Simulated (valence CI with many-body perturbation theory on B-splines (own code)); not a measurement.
Values are calculated unless marked as measured or tabulated.
**Hyperfine factors and g values of Eu4+**

Method: configuration interaction combined with many-body perturbation theory (CI+MBPT): five valence electrons over a frozen Dirac-Fock core [Xe], a basis of 7 s, 7 p, 7 d, 7 f, 4 g, 2 h functions for each j, with the one-electron correlation potential Σ1 (screened to all orders), the two-electron term Σ2, the three-electron term Σ3, Breit, model QED; the open f shell's mean field enters the energy denominators; selected single and double excitations, second order for the rest, scaled by the run's own slope (own B-spline code, finite nucleus).

Against measured spectra of neutral and singly charged lanthanides and actinides this method errs by a few hundred cm⁻¹ within a configuration and by up to about 5,000 between configurations. No measured spectrum was set against this ion. As an estimate, terms of the open shell hold to a few per cent of their energy, and close levels can change places. Core correlation moves these levels by up to 5300 cm⁻¹, and in measured spectra 5 to 20 % of such shifts remained as error; rates that hang on mixing are uncertain with them. Not all symmetries were solved, so the list stops early. Among the levels kept, up to 960 cm⁻¹ of a level comes from second order outside the variational space, and about a tenth of that is noise between levels of different J, which matters for small intervals. Only levels of the ground parity were solved; by the run's estimate the other parity begins above the list, which can be wrong where configurations are misplaced.

A/g_I is the dipole constant over the nuclear g factor μ/I (μ in nuclear magnetons, uniformly magnetised nucleus), B/Q the quadrupole constant per barn. Both hold the static response of the core; the bare values leave it out. Large factors of s and p1/2 electrons are usually good to 5 to 10 %; those of open d and f shells near neutrality can be off by tens of per cent, and small factors of p3/2, d and f electrons come from cancelling terms and can be off by a factor of two or in sign, in half-filled shells by more. B is blank for J = 1/2, where it vanishes, and for nearly pure S terms. Energies count from the lowest level.

Names give the largest LS component (configuration and term), which can be under half, so a name can repeat, a term be missing and a line seem to break the LS rules; names also repeat where a configuration has a term twice.

| Level | E (cm⁻¹) | g | A/g_I (MHz) | A/g_I bare | B/Q (MHz/b) | B/Q bare |
| --- | --- | --- | --- | --- | --- | --- |
| 4f⁵ ⁶H°_5/2 | 0.0 | 0.298 | 1200 | 1170 | -677 | -739 |
| 4f⁵ ⁶H°_7/2 | 1335 | 0.829 | 790 | 812 | -575 | -630 |
| 4f⁵ ⁶H°_9/2 | 2871 | 1.070 | 615 | 659 | -599 | -658 |
| 4f⁵ ⁶H°_11/2 | 4549 | 1.199 | 532 | 589 | -700 | -770 |
| 4f⁵ ⁶H°_13/2 | 6300 | 1.277 | 492 | 558 | -859 | -946 |
| 4f⁵ ⁶F°_1/2 | 7460 | -0.647 | 2360 | 2300 |  |  |
| 4f⁵ ⁶F°_3/2 | 7764 | 1.056 | 764 | 823 | -56.5 | -62.4 |
| 4f⁵ ⁶H°_15/2 | 8088 | 1.326 | 478 | 551 | -1070 | -1180 |
| 4f⁵ ⁶F°_5/2 | 8386 | 1.302 | 513 | 586 | -36.3 | -42.7 |
| 4f⁵ ⁶F°_7/2 | 9496 | 1.387 | 401 | 476 | 54.9 | 54.6 |
| 4f⁵ ⁶F°_9/2 | 10994 | 1.428 | 347 | 422 | 194 | 207 |
| 4f⁵ ⁶F°_11/2 | 12748 | 1.449 | 326 | 403 | 373 | 405 |
| 4f⁵ ⁴G°_5/2 | 20877 | 0.769 | 949 | 978 | -636 | -697 |
| 4f⁵ ⁴F°_3/2 | 22205 | 0.429 | 1150 | 1150 | -54.1 | -59.2 |
| 4f⁵ ⁴M°_15/2 | 23179 | 0.879 | 792 | 825 | 547 | 589 |
| 4f⁵ ⁴G°_7/2 | 23616 | 1.065 | 668 | 717 | -613 | -675 |
| 4f⁵ ⁴I°_9/2 | 23804 | 0.738 | 892 | 912 | -470 | -509 |
| 4f⁵ ⁴I°_11/2 | 24304 | 0.912 | 772 | 808 | -318 | -347 |
| 4f⁵ ⁴I°_13/2 | 24712 | 0.995 | 725 | 770 | -153 | -173 |

Q: Take the isotope of mass number 153, with I = 5/2, μ = 1.5294 μN and Q = 2.41 b. What is the hyperfine structure of 4f⁵ ⁶F°_1/2?

A: From the table A = 1450 MHz. Shifts from the centre of gravity in MHz: F = 2: -2540, F = 3: 1810.
